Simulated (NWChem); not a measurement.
System: BCl

```xyz
2

B      0.0000     0.0000    -1.2974
Cl     0.0000     0.0000     0.4362
```
Atoms are numbered in this order, from 1.

Geometry: optimised at PBE-D3(BJ)/def2-SVP.

Task: List the 4 lowest vertical singlet excitations from PBE/6-31G* (spherical d), TDA (NWChem).

Result: 
```
state  energy (eV)  oscillator strength  leading excitation (squared amplitude)
-----  -----------  -------------------  --------------------------------------
S1            4.99                0.106                      HOMO → LUMO (0.96)
S2            4.99                0.106                    HOMO → LUMO+1 (0.96)
S3            6.83                0.000                    HOMO−2 → LUMO (0.40)
S4            6.98                0.000                  HOMO−2 → LUMO+1 (0.42)
```
